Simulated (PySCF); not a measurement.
## Cd (cadmium, neutral) across methods

[Kr] 4d10 5s2, closed-shell 1S. Computed with PySCF 2.14 in x2c-TZVPPall (8s6p6d2f1g, 79 functions), with the spin-free X2C one-electron Hamiltonian (Gaussian nucleus). The B2PLYP total includes its PT2 part (frozen core); its orbital energies are those of the SCF part.

```
method  E (hartree)  mean ε 4p (eV)  mean ε 4d (eV)  mean ε 5s (eV)  Σ⟨r²⟩ (bohr²)   ⟨S²⟩
B2PLYP     -5593.41         -76.504         -15.959          -6.908          51.08  0.000
  PBE0     -5593.62         -71.656         -13.907          -6.339          50.46  0.000
 TPSSh     -5593.73         -69.316         -12.627          -5.853          50.33  0.000
  BP86     -5594.62         -67.075         -11.858          -5.836          50.19  0.000
   LDA     -5588.30         -66.979         -11.917          -5.939          50.04  0.000
   UHF  -5591.31331         -84.808         -19.590          -7.644          52.18  0.000
   PBE     -5593.55         -66.960         -11.746          -5.643          50.37  0.000
r2SCAN     -5593.96         -69.049         -12.202          -5.840          50.23  0.000
```

Q: Estimate the same row for HSE06.

A: E (hartree) = -5593.56; mean ε 4p (eV) = -71.242; mean ε 4d (eV) = -13.482; mean ε 5s (eV) = -6.017; Σ⟨r²⟩ (bohr²) = 50.42; ⟨S²⟩ = 0.000.
